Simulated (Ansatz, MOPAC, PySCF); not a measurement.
System: SbCl$_{2}$ (charge 0, doublet). SMILES: [Sb]([Cl])[Cl]
Geometry from a B3LYP-D3(BJ)/def2-TZVP (Ansatz, a quantum-chemistry and plane-wave program) optimisation:
```
Sb
Cl 1 2.3629
Cl 1 2.3629 2 98.97
```
Charge 0, spin multiplicity 2.

Wanted: vertical electron affinity to the singlet, in eV. Terms: valence correlation only (noble-gas shells and the d and f shells of earlier blocks); STO-3G and 3-21G all-electron and non-relativistic; each state is the SCF solution reached for its charge and spin; def2 sets with scalar-relativistic core potentials past Kr; 6-31G* and kin with 6d, 5d where marked; UHF or UKS for open shells; no spin-orbit coupling; LANL2DZ with its own core potentials from Na on; PM7 with its own dispersion and hydrogen-bond terms; dispersion terms only where a functional's name holds one. Ab initio and DFT rows: single points at B3LYP-D3(BJ) geometries (Ansatz). Semi-empirical rows: differences of heats of formation at the shared geometry for vertical values. Sets without +, aug- or the D of def2-TZVPD hold no diffuse functions, which anions need.

```csv
level,program,vertical electron affinity to the singlet (eV)
PM3,MOPAC,3.55
PM6,MOPAC,1.75
PM7,MOPAC,2.38
MNDO,MOPAC,3.24
HF/6-31G* with LANL2DZ past Ar,Ansatz,1.12
PBE/6-31G* with LANL2DZ past Ar,Ansatz,1.48
B3LYP/3-21G,Ansatz,1.63
B3LYP/6-31G* with LANL2DZ past Ar,Ansatz,1.63
M06-2X/6-31G* with LANL2DZ past Ar (5d),PySCF,1.83
MP2/6-31G* with LANL2DZ past Ar,Ansatz,1.09
wB97M-V/def2-TZVPD,Ansatz,1.71
```

No value to compare with is used here. The 10 habitual levels span 1.09 (MP2/6-31G* with LANL2DZ past Ar) to 3.55 eV (PM3); wB97M-V/def2-TZVPD gives 1.71.

The levels are drawn from those run, B3LYP/6-31G* more often than the rest, none by its result; left out are runs that failed, that the program found above a lower state of the same kind, or whose <S^2> lies over 0.5 above the pure value.
